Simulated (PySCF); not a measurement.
**Removing an electron from `NC(=O)[SiH2]P`**

Species: CH₆NOPSi.
Atom-mapped SMILES: `[NH2:1][C:2](=[O:3])[SiH2:4][PH2:5]` (hydrogens: H6, H7 on N1; H8, H9 on Si4; H10, H11 on P5)

Cartesian coordinates in Å at the PBE0-D3(BJ)/def2-SVP level; atoms count from 1:
```xyz
11
CH6NOPSi angstrom
N     -1.3907    1.3742   -0.4282
C     -1.1298    0.6519    0.6890
O     -1.7006    0.8224    1.7487
Si     0.1961   -0.7497    0.5615
P      1.4400   -0.4083   -1.3069
H     -2.1195    2.0797   -0.3968
H     -0.9316    1.1793   -1.3087
H     -0.5271   -2.0447    0.3925
H      0.9730   -0.7642    1.8322
H      2.3249    0.5217   -0.6829
H      2.3014   -1.5298   -1.1194
```

Level: wB97X-D/def2-SVPD (PySCF). Frontier orbitals with their largest atomic shares (Löwdin; up to four atoms above 4 %):

| orbital | ε (eV) | main atoms |
| --- | --- | --- |
| HOMO−3 | -11.43 | Si4 29 %, P5 26 %, H8 22 %, H10 10 % |
| HOMO−2 | -10.15 | N1 46 %, O3 35 %, C2 11 % |
| HOMO−1 | -9.72 | P5 62 %, Si4 14 %, H11 6 %, H10 6 % |
| HOMO | -9.03 | ? |
| LUMO | 1.25 | C2 27 %, Si4 21 %, O3 17 %, N1 13 % |
| LUMO+1 | 1.53 | P5 27 %, Si4 26 %, H11 11 %, H7 6 % |
| LUMO+2 | 1.81 | P5 42 %, Si4 20 %, H10 16 %, H8 8 % |

Task: What vertical ionisation energy does ΔSCF give, and how far is −ε(HOMO) from it?

Result: ΔSCF: 9.25 eV (893 kJ/mol; threshold wavelength 134 nm); ⟨S²⟩ of the doublet left behind is 0.758, against 0.75 for a pure doublet. −ε(HOMO) is 9.03 eV, 0.22 eV below it. In exact Kohn–Sham theory the two would be equal; wB97X-D (range-separated hybrid) comes within 0.22 eV of that here.

Task: On which atoms does the HOMO lie?

Result: O3 (carbonyl oxygen) 56 %, C2 (carbonyl carbon) 15 %, Si4 (SiH2 silicon) 12 %, P5 (three-coordinate phosphorus) 8 %, so more than half of it is on one atom. The HOMO−1 lies 0.69 eV lower.

Task: What total energies stand behind the ΔSCF value?

Result: E(N) = -802.18021 Eh and E(N − 1) = -801.84013 Eh at the same geometry, 0.34008 Eh apart.

Task: Shift the occupied levels rigidly so that −ε(HOMO) equals the ΔSCF value. What binding energies result?

Result: The shift is +0.22 eV: HOMO 9.25, HOMO−1 9.94, HOMO−2 10.37, HOMO−3 11.65 eV. A rigid shift is only a rough guide to the deeper ionisations.

Task: How many of the 10 lowest singlet excitations (vertical TDDFT, same level) lie below the ionisation energy?

Result: All 10; they run from 4.80 to 7.52 eV.

Task: With α = 80.6 au, estimate the like-pair dispersion coefficient by London's formula C6 = (3/4)α²I.

Result: I = 0.3401 Eh, so C6 ≈ 1660 au, a rough estimate.

One conformer (not necessarily the lowest) at the PBE0-D3(BJ)/def2-SVP geometry, without solvent, vibrations or thermal averaging.

wB97X-D is run here without its empirical dispersion term; that term would change no orbital, density or response property at a fixed geometry.
